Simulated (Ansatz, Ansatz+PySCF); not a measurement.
```xyz
9

N     1.3900    0.0000    0.0000
C     0.6950    1.2038    0.0000
C    -0.6950    1.2038    0.0000
C    -1.3900    0.0000    0.0000
C    -0.6950   -1.2038    0.0000
C     0.6950   -1.2038    0.0000
H    -2.4750    0.0000    0.0000
H    -1.2375   -2.1434    0.0000
H     1.2375   -2.1434    0.0000
```

Basis set: def2-SVP (spherical functions). Charge 0, multiplicity 3.

Computed with Ansatz (development build ahead of 0.2.0); each method stands on the lowest determinant of its kind that the runs found. Restricted functionals stand beside restricted open-shell atoms, which can lie above the unrestricted atoms usual in DFT and then raise those values.

The atomization energy at this shape (free ground-state atoms in the same class of orbitals less the molecule, no zero-point energy) of triplet C₅H₃N:

| method | atomization energy |
| --- | --- |
| PBE0 (unrestricted) | 4331.9 kJ/mol |
| PBE0 (restricted open-shell) | 4349.5 kJ/mol |
| UHF | 2982.0 kJ/mol |
| ROHF | 3013.4 kJ/mol |

Task: What does ωB97X (restricted open-shell) give?

Result: 4261.3 kJ/mol. Caution: other spin multiplicities may lie lower. Caution for UHF: the unrestricted determinant is spin contaminated.

The shape needn't be a minimum at these levels.
